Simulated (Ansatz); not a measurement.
SnHMe2(OiPr) (C5H14OSn), 21 atoms. Hardware: 4 threads of AMD EPYC 9R45 on a shared host.

In the def2 sets Sn takes a core potential; there is no spin–orbit coupling. Correlated methods freeze 10 core orbitals; core or outer-core shells of Sn are correlated, in sets that lack core-valence functions.

**Question.** How many basis functions does each of these Ansatz runs have, and roughly what does it cost? PBE-D4/def2-SVP, charge 0 singlet, energy, from earlier orbitals; RPA@PBE/def2-TZVP, charge 0 singlet, energy, from earlier orbitals; PBE-D4/def2-TZVP, charge 0 singlet, energy and forces, from earlier orbitals; PBE-D4/def2-SVP, charge 0 singlet, relaxation, 16 steps; r2SCAN0-D4/def2-TZVP, charge 0 singlet, energy, from earlier orbitals; PBE0-D4/def2-SVP, charge 0 singlet, energy, from earlier orbitals; MP2/def2-TZVP, charge 0 singlet, energy, from earlier orbitals; LC-ωPBE/def2-TZVP, charge 0 singlet, energy, from earlier orbitals; r2SCAN-D4/def2-TZVP, charge 0 singlet, energy, from earlier orbitals; PBE-QIDH/def2-TZVP, charge 0 singlet, energy, from earlier orbitals; PBE0-D4/def2-TZVP, charge 0 singlet, energy, from earlier orbitals.

**Answer.** Other jobs shared the machine, so times can vary by a factor of up to 3. A dash marks memory too small to be measured apart from the calling script's.

```tsv
run	functions	fitting or Cholesky vectors	wall time	peak host memory (GiB)
PBE-D4/def2-SVP, charge 0 singlet, energy, from earlier orbitals	180	2036	1.1 s	–
PBE0-D4/def2-SVP, charge 0 singlet, energy, from earlier orbitals	180	2099	1.4 s	0.65
PBE-D4/def2-TZVP, charge 0 singlet, energy and forces, from earlier orbitals	320	2055	2.5 s	0.55
LC-ωPBE/def2-TZVP, charge 0 singlet, energy, from earlier orbitals	320	2055	2.6 s	0.89
r2SCAN-D4/def2-TZVP, charge 0 singlet, energy, from earlier orbitals	320	2055	3.1 s	0.6
MP2/def2-TZVP, charge 0 singlet, energy, from earlier orbitals	320	2373	4.1 s	1.2
r2SCAN0-D4/def2-TZVP, charge 0 singlet, energy, from earlier orbitals	320	2128	4.2 s	1.3
PBE0-D4/def2-TZVP, charge 0 singlet, energy, from earlier orbitals	320	2128	4.7 s	1.4
PBE-QIDH/def2-TZVP, charge 0 singlet, energy, from earlier orbitals	320	2373	6 s	1.3
RPA@PBE/def2-TZVP, charge 0 singlet, energy, from earlier orbitals	320	2373	6.5 s	1.3
PBE-D4/def2-SVP, charge 0 singlet, relaxation, 16 steps	180	2036	16 s	–
```
